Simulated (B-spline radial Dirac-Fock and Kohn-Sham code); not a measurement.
**The Li-like isoelectronic sequence (3 electrons), Z = 19 to 32**

Method: Dirac-Fock (average of configuration) total-energy differences with a finite nucleus, the Breit interaction including its frequency dependence, and self-energy and vacuum-polarisation corrections. Computed with a radial atomic solver. Binding energies in eV, tabulated ground configurations ([He] 2s1 throughout). Electron correlation is not included.

| ion | outermost level | NIST ionisation energy |
| --- | --- | --- |
| K¹⁶⁺ | 1034.4 (2s) | 1034.542 ± 0.007 |
| Ca¹⁷⁺ | 1157.6 (2s) | 1157.726 ± 0.007 |
| Sc¹⁸⁺ | 1287.8 (2s) | 1287.957 ± 0.007 |
| Ti¹⁹⁺ | 1425.1 (2s) | 1425.257 ± 0.007 |
| V²⁰⁺ | 1569.5 (2s) | 1569.656 ± 0.007 |
| Cr²¹⁺ | 1721.0 (2s) | 1721.183 ± 0.007 |
| Mn²²⁺ | ? | ? |
| Fe²³⁺ | 2045.6 (2s) | 2045.759 ± 0.007 |
| Co²⁴⁺ | 2218.7 (2s) | 2218.876 ± 0.007 |
| Ni²⁵⁺ | 2399.1 (2s) | 2399.259 ± 0.007 |
| Cu²⁶⁺ | 2586.8 (2s) | 2586.954 ± 0.007 |
| Zn²⁷⁺ | 2781.8 (2s) | 2781.996 ± 0.007 |
| Ga²⁸⁺ | 2984.3 (2s) | 2984.426 ± 0.007 |
| Ge²⁹⁺ | 3194.1 (2s) | 3194.293 ± 0.007 |

Q: Fill in the row of Mn²²⁺.

A: outermost 1879.7 (2s), NIST 1879.873 ± 0.007 eV.

NIST's values are for the lowest levels; a dash marks a value that is missing or belongs to another shell. Their kind here: theoretical.
